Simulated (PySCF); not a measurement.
# Calculated properties of 2-(trimethylsilyloxy)furan (`C[Si](C)(C)Oc1ccco1`)

Compound: 2-(trimethylsilyloxy)furan, C₇H₁₂O₂Si.
Numbering: `[CH3:1][Si:2]([CH3:3])([CH3:4])[O:5][c:6]1[cH:7][cH:8][cH:9][o:10]1` (hydrogens: H11, H12, H13 on C1; H14, H15, H16 on C3; H17, H18, H19 on C4; H20 on C7; H21 on C8; H22 on C9)

Structural features include: aromatic ring with oxygen and C–Si bond.

**PBE0-D3(BJ)/def2-SVP geometry optimisation, gas phase (PySCF)**

- Rotational constants A, B, C: 2.351, 0.699, 0.652 GHz

**CAM-B3LYP/def2-SVPD ground state, ΔSCF and vertical TDDFT (core frozen in the response) (PySCF)**

* Dipole moment: 1.32 D
* HOMO energy: -7.06 eV
* LUMO energy: 1.05 eV
* HOMO–LUMO gap: 8.11 eV
* Lowest singlet excitation: 5.70 eV (217 nm, f = 0.002)
* Strongest line among the 10 lowest singlet transitions: S2 at 5.85 eV (212 nm, f = 0.203)
* Lowest triplet excitation (Tamm–Dancoff): 3.88 eV
* Static isotropic polarisability: 111.9 au
* Vertical ionisation energy: 7.77 eV
* Electronic spatial extent ⟨r²⟩ about the centre of nuclear charge: 1922 bohr²

From KT2/pcSseg-1 ground state and GIAO shieldings, non-relativistic (PySCF):

- 13C chemical shifts (computed TMS as zero) by class: 154.5 (C6), 124.7 (C9), 108.5 (C8), 78.7 (C7), 0.5 (C1/C3/C4) ppm
- 1H chemical shifts (computed TMS as zero) by class: 6.66 (H22), 6.18 (H21), 5.13 (H20), 0.31 (H11/H12/H13/H14/H15/H16/H17/H18/H19) ppm
- Isotropic shieldings of nuclei other than C and H, by class: 50 (O10), 199 (O5), 329 (Si2) ppm

Monoisotopic mass (most abundant isotopes): 156.0607 u.

The principal polarisabilities are 92.4, 109.4 and 134.0 au; their mean is the isotropic value. The vertical singlet–triplet gap S1 − T1 is 1.82 eV (TDDFT singlet less Tamm–Dancoff triplet). S1 lies 2.41 eV below the HOMO–LUMO gap; its leading configuration is HOMO→LUMO, weight 0.62. In wavenumbers S1 is 46000 cm⁻¹ (1 eV = 8065.54 cm⁻¹). The largest Löwdin shares of the HOMO are 0.24 on C9, 0.19 on C7, 0.18 on C6 and 0.15 on O5.

 NMR classes are plain means over equivalent atoms (diastereotopic ones count apart unless rotation or inversion swaps them), as if these changed places fast; in this geometry the members of some classes differ.

Conformer computed: `[CH3:1][Si:2]([CH3:3])([CH3:4])[O:5][c:6]1[cH:7][cH:8][cH:9][o:10]1`: C1–Si2–O5–C6 60°, Si2–O5–C6–C7 -178°.

One conformer stands for the species.
